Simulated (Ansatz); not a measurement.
Mo(NH)2(NH2)2 (MoN₄H₆), relaxed as a singlet with RKS r2SCAN-D4/def2-SVP in Ansatz, starting from the GFN2-xTB geometry. Force threshold 0.02 eV/Å.

In the def2 sets Mo takes a core potential; there is no spin–orbit coupling.

Start:

```tsv
atom	x (Å)	y (Å)	z (Å)
Mo1	-0.225	-0.138	0.034
N2	-1.573	0.073	-1.045
H3	-2.461	0.030	-1.535
N4	-0.373	-1.277	1.341
H5	-0.675	-1.975	2.014
N6	0.153	1.588	0.821
H7	0.549	1.746	1.749
H8	-0.118	2.495	0.439
N9	1.284	-0.697	-1.041
H10	1.389	-0.549	-2.045
H11	2.049	-1.297	-0.732
```

**Question.** Estimate the energy that the relaxation releases and the steps that it takes.

**Answer.** 1.7 kcal/mol, in 8 steps; 13 s on 4 threads of Arm Neoverse V2 on a shared host. No frequencies were taken in this run, so the end may be a saddle point.

**Question.** Does the start keep its bonding and symmetry?

**Answer.** By distances, no bond broke or formed. The bond that changes most is Mo1–N9, from 1.94 to 1.95 Å (atoms count from 1). Point group C2v at the start, C2v at the end, both within 0.05 Å.

**Question.** Predict the relaxed structure.

**Answer.** 
Cartesian coordinates in Å:
```
Mo -0.168 -0.104 0.026
N -1.539 0.084 -1.038
H -2.478 -0.093 -1.391
N -0.349 -1.253 1.326
H -0.825 -1.951 1.897
N 0.162 1.636 0.845
H 0.540 1.764 1.780
H -0.131 2.522 0.443
N 1.325 -0.715 -1.073
H 1.394 -0.566 -2.076
H 2.069 -1.322 -0.740
```
Bond lengths: 4 × Mo–N 1.74 to 1.95 Å; 6 × H–N 1.02 Å.
